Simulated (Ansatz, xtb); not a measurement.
## CH9NOSi3: which of two isomers lies lower

We compare I, `N[SiH2][SiH2][SiH2]C=O`, a singlet, with II, `N[SiH2][Si@@H]([SiH3])C=O`, a singlet. Both are isolated molecules in the gas phase, relaxed with B3LYP/def2-SVP; each stands in its lowest conformer found.

I (Å):

```xyz
15

C    -1.6236    1.1701   -0.3837
N    -0.8557   -0.4686    3.2253
O    -2.0821    0.8779    0.7004
Si    0.4213   -1.3126    2.4086
Si    1.5203   -0.0457    0.7209
Si    0.0587    0.4566   -1.0628
H    -0.6013    0.1379    4.0002
H    -1.5484   -0.0140    2.6307
H    -0.1064   -2.5391    1.7385
H     1.4374   -1.7118    3.4277
H     2.0184    1.2582    1.2639
H     2.6920   -0.7652    0.1257
H     0.5890    1.4384   -2.0585
H    -0.3299   -0.7800   -1.8114
H    -2.2057    1.8697   -1.0496
```

II (Å):

```yaml
atoms:
  - { symbol: C, position_ang: [0.7294, 1.0553, 0.4796] }
  - { symbol: N, position_ang: [-1.6382, -0.1715, 2.8302] }
  - { symbol: O, position_ang: [0.5454, 1.6627, 1.5125] }
  - { symbol: Si, position_ang: [-2.3683, -0.2868, 1.2608] }
  - { symbol: Si, position_ang: [-0.5804, -0.1764, -0.2819] }
  - { symbol: Si, position_ang: [-1.1668, 0.6160, -2.4317] }
  - { symbol: H, position_ang: [-2.2017, -0.2966, 3.6669] }
  - { symbol: H, position_ang: [-0.9498, 0.5694, 2.9524] }
  - { symbol: H, position_ang: [-3.0909, -1.5883, 1.1415] }
  - { symbol: H, position_ang: [-3.3555, 0.7813, 0.8815] }
  - { symbol: H, position_ang: [0.1439, -1.4754, -0.4645] }
  - { symbol: H, position_ang: [-2.1030, -0.3447, -3.0875] }
  - { symbol: H, position_ang: [0.0496, 0.7581, -3.2873] }
  - { symbol: H, position_ang: [-1.8366, 1.9457, -2.3279] }
  - { symbol: H, position_ang: [1.6982, 1.2028, -0.0788] }
```

Quicker runs give these differences E(II) − E(I): GFN2-xTB −0.62 kcal/mol; HF/STO-3G −1.05 kcal/mol (at GFN2-xTB geometries); r2SCAN-D4/def2-SVP +0.43 kcal/mol (at GFN2-xTB geometries).

Q: Which of the two would you expect CCSD(T)/def2-SVP + ΔMP2/def2-TZVPP electronic energies to favour?

A: Too close to call at this level: CCSD(T)/def2-SVP + ΔMP2/def2-TZVPP gives E(II) − E(I) = +0.15 kcal/mol.

The same difference at several levels:

| level | geometry | E(II) − E(I) (kcal/mol) | departure from the last row (kcal/mol) | job, with rough time for the two |
| --- | --- | --- | --- | --- |
| GFN2-xTB | GFN2-xTB | −0.62 | −0.77 | optimisation, 0.78 s |
| HF/STO-3G | GFN2-xTB | −1.05 | −1.20 | single point, 0.58 s |
| r2SCAN-D4/def2-SVP | GFN2-xTB | +0.43 | +0.28 | single point, 4.4 s |
| B3LYP/def2-SVP | B3LYP/def2-SVP | +0.90 | +0.75 | optimisation, 2.5 min |
| HF/def2-SVP | B3LYP/def2-SVP | +0.36 | +0.21 | part of the CCSD(T) run |
| MP2/def2-SVP | B3LYP/def2-SVP | +0.17 | +0.02 | part of the CCSD(T) run |
| CCSD(T)/def2-SVP | B3LYP/def2-SVP | +0.34 | +0.19 | single point |
| CCSD(T)/def2-SVP + ΔMP2/def2-TZVPP | B3LYP/def2-SVP | +0.15 |  | single point, 58 s |

As drawn, both hold the same kinds of bond in the same numbers.

The largest departure from CCSD(T)/def2-SVP + ΔMP2/def2-TZVPP is that of HF/STO-3G, 1.20 kcal/mol. The last row adds to CCSD(T) the change of the MP2 difference between the two basis sets, here −0.19 kcal/mol.

With thermal terms from frequencies at re-optimised GFN2-xTB minima (ideal gas, soft modes damped towards free rotors, one conformer each, 298.15 K, 1 atm): on the last row, ΔE + ΔZPE = +0.03, ΔH = +0.15, ΔG = −0.15 kcal/mol.

The correlated steps freeze 18 core orbitals. Mirror images aren't counted in ΔG. Run with Ansatz 0.2.0, xtb 6.7.1; the last row on 2 threads of Intel(R) Xeon(R) 6975P-C (Granite Rapids) on a shared host.
